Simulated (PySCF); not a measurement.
Atom-mapped SMILES (the numbers label the heavy atoms): `[CH2:1]=[P:2][C:3]([CH3:4])([CH3:5])[CH2:6][CH3:7]`; H(Xn) means a hydrogen on atom n. Ha(C1) is cis to C3; Hb(C1) is trans to C3.

Computational details: σ from GIAO-PBE0/pcSseg-1, geometry: GFN2-xTB, in PySCF (a single conformation, rapidly exchanging positions averaged, relativity neglected, gas phase).

References, each an isolated molecule treated in the same way: 13C, 1H vs TMS; 31P vs H3PO4.

```tsv
atoms	nucleus	count	Hirshfeld charge	δ (ppm)
C6	13C	1	-0.07	38.7
C3	13C	1	-0.01	?
Ha(C1)	1H	1	0.04	8.26
H(C6)	1H	2	0.03	1.65
C1	13C	1	-0.16	175.4
H(C7)	1H	3	0.04	?
C7	13C	1	-0.12	14.0
Hb(C1)	1H	1	0.04	8.17
P2	31P	1	0.12	?
H(C4)/H(C5)	1H	6	0.04	1.27
C4/C5	13C	2	-0.12	28.5
```

Q: Complete the table.

A: 
- C3: 46.8 ppm, fully substituted sp3 carbon bonded to P
- H(C7): 0.97 ppm, hydrogen on a methyl carbon; far from electronegative atoms and π systems
- P2: 381.8 ppm, phosphorus bonded to 2 C

Shifts are as computed. Against solution values, carbons near 30 ppm lie about +3 ppm off and those near 130 ppm about +5 ppm. Of 1211 compounds with measured shifts, 218 miss one by over three times the rms of a fit or turn the order of signals round; such compounds aren't used in these exercises. Experimental scales use liquid or dissolved standards, which lie at an offset from isolated H3PO4.
